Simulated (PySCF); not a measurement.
Isomers of C6H5FSi, mass 124.014 u with the commonest isotopes. Method used: wB97X-D/def2-SVPD in PySCF (dipole) on a GFN2-xTB geometry, gas phase. One conformer each, none proved a minimum here; rigid rotors.

Problem. Order these by rotational constant A, largest first.
A. `[CH:1]#[C:2]/[CH:3]=[C:4](/[F:5])[SiH2:6][C:7]#[CH:8]` with C3–C4–Si6–C7 -72°
B. `C#C[Si@@H]1C=CC=C1F`
C. `[CH:1]#[C:2]/[CH:3]=[C:4](/[C:5]#[CH:6])[SiH2:7][F:8]` with C3–C4–Si7–F8 -140°
D. `C#C[C@@H]1[C@H](F)[Si@@H]1C#C`
E. `C#CC1=C(F)[SiH2]C=C1`
F. `C#CC1=CC(F)=C[SiH2]1`

Solution. F (3159 MHz), E (3071 MHz), B (2421 MHz), C (2242 MHz), D (2066 MHz), A (1746 MHz).

Problem. Order these by rotational constant C, smallest first.
A. `C#C[Si@@H]1C=CC=C1F`
B. `C#CC1=C(F)[SiH2]C=C1`
C. `[CH:1]#[C:2]/[CH:3]=[C:4](/[F:5])[SiH2:6][C:7]#[CH:8]` with C3–C4–Si6–C7 -72°
D. `[CH:1]#[C:2]/[CH:3]=[C:4](/[C:5]#[CH:6])[SiH2:7][F:8]` with C3–C4–Si7–F8 -140°
E. `C#C[C@@H]1[C@H](F)[Si@@H]1C#C`
F. `C#CC1=CC(F)=C[SiH2]1`

Solution. D (842.0 MHz), F (888.6 MHz), C (949.2 MHz), B (973.4 MHz), A (1057 MHz), E (1182 MHz).

Problem. Order these by dipole moment, largest first.
A. `C#CC1=C(F)[SiH2]C=C1`
B. `C#CC1=CC(F)=C[SiH2]1`
C. `[CH:1]#[C:2]/[CH:3]=[C:4](/[C:5]#[CH:6])[SiH2:7][F:8]` with C3–C4–Si7–F8 -140°
D. `[CH:1]#[C:2]/[CH:3]=[C:4](/[F:5])[SiH2:6][C:7]#[CH:8]` with C3–C4–Si6–C7 -72°
E. `C#C[C@@H]1[C@H](F)[Si@@H]1C#C`

Solution. E (2.12 D), C (1.96 D), A (1.63 D), D (1.47 D), B (1.31 D).

```json
{"SMILES": "C#C[C@@H]1[C@H](F)[Si@@H]1C#C", "point group": "C1", "Ia (u·Å²)": "244.59", "Ib (u·Å²)": "351.65", "Ic (u·Å²)": "427.62", "κ": "-0.42", "μa (D)": "1.42", "μb (D)": "0.45", "μc (D)": "1.51"}
{"SMILES": "C#C/C=C(/C#C)[SiH2]F", "point group": "C1", "Ia (u·Å²)": "225.42", "Ib (u·Å²)": "398.36", "Ic (u·Å²)": "600.22", "κ": "-0.39", "μa (D)": "1.69", "μb (D)": "0.67", "μc (D)": "0.73"}
{"SMILES": "C#CC1=C(F)[SiH2]C=C1", "point group": "Cs", "Ia (u·Å²)": "164.55", "Ib (u·Å²)": "360.66", "Ic (u·Å²)": "519.16", "κ": "-0.59", "μa (D)": "0.99", "μb (D)": "1.30", "μc (D)": "0.00"}
{"SMILES": "C#CC1=C[SiH2]C=C1F", "point group": "Cs", "Ia (u·Å²)": "162.06", "Ib (u·Å²)": "368.65", "Ic (u·Å²)": "524.70", "κ": "-0.62", "μa (D)": "0.98", "μb (D)": "1.28", "μc (D)": "0.00"}
{"SMILES": "C#C[Si@@H]1C=CC=C1F", "point group": "C1", "Ia (u·Å²)": "208.76", "Ib (u·Å²)": "344.07", "Ic (u·Å²)": "477.92", "κ": "-0.40", "μa (D)": "0.35", "μb (D)": "1.49", "μc (D)": "0.32"}
{"SMILES": "C#C/C=C(/F)[SiH2]C#C", "point group": "C1", "Ia (u·Å²)": "289.49", "Ib (u·Å²)": "344.79", "Ic (u·Å²)": "532.45", "κ": "0.30", "μa (D)": "0.50", "μb (D)": "1.36", "μc (D)": "0.24"}
{"SMILES": "C#CC1=CC(F)=C[SiH2]1", "point group": "Cs", "Ia (u·Å²)": "159.96", "Ib (u·Å²)": "414.80", "Ic (u·Å²)": "568.73", "κ": "-0.71", "μa (D)": "0.89", "μb (D)": "0.96", "μc (D)": "0.00"}
```
